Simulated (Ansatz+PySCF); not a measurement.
Values are calculated unless marked as measured or tabulated.
## Several solutions for doublet NiCl

```yaml
atoms:
  - { symbol: Ni, position_ang: [0.0000, 0.0000, 0.0000] }
  - { symbol: Cl, position_ang: [0.0000, 0.0000, 2.0610] }
```

Basis set: def2-SVP (spherical functions). Charge 0, multiplicity 2.

ωB97X (restricted open-shell) was run from several starts with Ansatz (development build ahead of 0.2.0) and PySCF 2.14.0.

```
run  program                        start  converged  energy (hartree)  <S²>
  A   Ansatz  search for the lowest state        yes       -1968.19690  0.75
  B    PySCF             program defaults        yes       -1968.19686  0.75
  C   Ansatz      atomic start, no search        yes       -1968.18978  0.75
  D   Ansatz      stability test followed        yes       -1968.19690  0.75
```

(1) Which runs reached the lowest solution of this kind, and what is wrong with the others?

## Answers

(1) A, B, D reached the lowest solution found or ended within 0.01 eV of it (a small difference can mark another solution nearby). Converged but too high: C by 0.19 eV. Convergence only shows a stationary point, and even a stable one can lie too high; stability tests and further starts are what find lower ones. Caution: another spin multiplicity may lie lower.
